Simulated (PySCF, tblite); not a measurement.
Isomers of C7H17NSi, one GFN2-xTB conformer each. Single-point energies are computed at PBE0/pcSseg-1 (PySCF, gas phase, no added dispersion term), electronic only.

```
                       SMILES  GFN2-xTB relative energy (kcal/mol)
     C=C(C)[C@@H](C)[SiH2]NCC                                  0.3
      CCN[SiH2][C@@H](C)C1CC1                                  0.0
C=C[SiH2][C@@H](C)[C@@H](C)CN                                 34.5
         C/C=C/[Si@@H](CCC)NC                                 12.9
```

Conformers: `[CH2:1]=[C:2]([CH3:3])[C@@H:4]([CH3:5])[SiH2:6][NH:7][CH2:8][CH3:9]` with C1–C2–C4–C5 137°, C2–C4–Si6–N7 51°, C4–Si6–N7–C8 176°, Si6–N7–C8–C9 -147°; `[CH3:1][CH2:2][NH:3][SiH2:4][C@@H:5]([CH3:6])[CH:7]1[CH2:8][CH2:9]1` with C1–C2–N3–Si4 -147°, C2–N3–Si4–C5 177°, N3–Si4–C5–C6 178°, Si4–C5–C7–C8 158°; `[CH2:1]=[CH:2][SiH2:3][C@@H:4]([CH3:5])[C@@H:6]([CH3:7])[CH2:8][NH2:9]` with C1–C2–Si3–C4 123°, C2–Si3–C4–C5 179°, Si3–C4–C6–C7 -48°, C4–C6–C8–N9 57°, C6–C8–N9–H 64° and -178°; `[CH3:1]/[CH:2]=[CH:3]/[Si@@H:4]([CH2:5][CH2:6][CH3:7])[NH:8][CH3:9]` with C2–C3–Si4–C5 -94°, C3–Si4–C5–C6 -48°, Si4–C5–C6–C7 179°, C3–Si4–N8–C9 -173°.

What does PBE0/pcSseg-1 give for the same structures?

```
                       SMILES  PBE0/pcSseg-1 E (Eh)  PBE0/pcSseg-1 (kcal/mol)  GFN2-xTB (kcal/mol)  point group
         C/C=C/[Si@@H](CCC)NC            -620.65315                       0.0                 12.9           C1
     C=C(C)[C@@H](C)[SiH2]NCC            -620.64359                       6.0                  0.3           C1
      CCN[SiH2][C@@H](C)C1CC1            -620.63328                      12.5                  0.0           C1
C=C[SiH2][C@@H](C)[C@@H](C)CN            -620.61449                      24.3                 34.5           C1
```

GFN2-xTB puts CCN[SiH2][C@@H](C)C1CC1 lowest instead; measured from each level's own lowest isomer, the values differ by up to 12.9 kcal/mol (C/C=C/[Si@@H](CCC)NC: 12.9 against 0.0). 

Which frontier levels, dipoles and rotational constants go with these structures?

```csv
SMILES,"HOMO (eV, PBE0/pcSseg-1)",LUMO (eV),dipole (D),"A, B, C (MHz)"
C/C=C/[Si@@H](CCC)NC,-6.49,0.05,0.94,"1181, 875.5, 553.4"
C=C(C)[C@@H](C)[SiH2]NCC,-6.47,0.33,0.58,"2057, 745.4, 633.6"
CCN[SiH2][C@@H](C)C1CC1,-6.50,0.95,0.93,"1977, 767.6, 580.7"
C=C[SiH2][C@@H](C)[C@@H](C)CN,-6.74,-0.16,2.07,"1388, 1050, 824.8"
```

What happens when harmonic zero-point energies from GFN2-xTB frequencies are added?

```json
{"SMILES": "C/C=C/[Si@@H](CCC)NC", "ZPE (kcal/mol)": "140.9", "electronic (kcal/mol)": "0.0", "with ZPE (kcal/mol)": "0.0"}
{"SMILES": "C=C(C)[C@@H](C)[SiH2]NCC", "ZPE (kcal/mol)": "139.8", "electronic (kcal/mol)": "6.0", "with ZPE (kcal/mol)": "4.9"}
{"SMILES": "CCN[SiH2][C@@H](C)C1CC1", "ZPE (kcal/mol)": "140.8", "electronic (kcal/mol)": "12.5", "with ZPE (kcal/mol)": "12.4"}
{"SMILES": "C=C[SiH2][C@@H](C)[C@@H](C)CN", "ZPE (kcal/mol)": "140.1", "electronic (kcal/mol)": "24.3", "with ZPE (kcal/mol)": "23.5"}
```

The zero-point energies span 1.1 kcal/mol. The order is unchanged.
